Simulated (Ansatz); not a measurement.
`C[SiH2][CH2][GaH][SiH3]` + H₂ → SiH₄ + `C[SiH2][CH2][GaH2]`  (hydrogenolysis of the Si–Ga bond)

Computed with Ansatz on PBE0-D4/def2-TZVP structures; ΔE is electronic, products minus reactants. CCSD(T)/CBS adds triple-zeta CCSD(T) − MP2 to the extrapolated MP2 energy (def2 sets, frozen cores). This one scheme is used for every species. For Ga outer-core shells are correlated without core-valence functions, which leaves a few kJ/mol of doubt a bond. Scalar relativity is left out up to krypton. Each species was taken in one conformer, which may not be the lowest.

`C[SiH2][CH2][GaH][SiH3]`:

Z-matrix (Å, degrees):
```
C
Si 1 1.873
H 1 1.092 2 110.7
H 1 1.094 2 111.7 3 120.0
H 1 1.093 2 110.9 3 -119.8
C 2 1.870 1 111.3 3 176.2
H 2 1.492 1 109.2 3 53.8
H 2 1.493 1 109.1 3 -62.9
Ga 6 1.968 2 112.5 1 61.9
H 6 1.095 2 107.5 1 -58.3
H 6 1.094 2 109.2 1 -176.0
Si 9 2.417 6 119.9 2 -77.3
H 9 1.575 6 119.1 2 99.8
H 12 1.490 9 112.9 6 -141.6
H 12 1.493 9 109.2 6 99.3
H 12 1.490 9 112.3 6 -19.3
```

H₂:

```xyz
2

H    -0.038   -0.366    0.061
H     0.038    0.366   -0.061
```

SiH₄:

```xyz
5

Si    0.000    0.000    0.000
H    -1.092   -0.877    0.492
H     1.079    0.065    1.018
H    -0.533    1.364   -0.244
H     0.546   -0.552   -1.266
```

`C[SiH2][CH2][GaH2]`:

```xyz
13

C     0.351   -1.067    1.968
Si   -0.223    0.221    0.738
C     0.260   -0.187   -1.020
Ga   -0.371    1.157   -2.308
H     1.439   -1.166    1.945
H     0.054   -0.796    2.984
H    -0.083   -2.043    1.736
H     0.351    1.548    1.109
H    -1.708    0.356    0.822
H    -0.165   -1.162   -1.277
H     1.351   -0.255   -1.070
H     0.530    2.397   -2.652
H    -1.785    0.997   -2.976
```

| species | CCSD(T)/CBS(def2) energy (Eh) |
| --- | --- |
| `C[SiH2][CH2][GaH][SiH3]` | -2584.83070 |
| H₂ | -1.17544 |
| SiH₄ | -291.46306 |
| `C[SiH2][CH2][GaH2]` | -2294.54249 |

Work out ΔE.

ΔE = (-291.46306) + (-2294.54249) − (-2584.83070) − (-1.17544) = 0.00059 Eh = +1.5 kJ/mol.

Largest T1 diagnostic among the species: 0.012.

From BLYP to BHLYP (50 % exact exchange), in def2-TZVPP and without D4, ΔE moves by −9.4 kJ/mol. In def2-TZVPP, CCSD(T) changes the Hartree–Fock value by +34.2 kJ/mol (the triples alone add +5.6 kJ/mol) and MP2 by +35.5 kJ/mol.
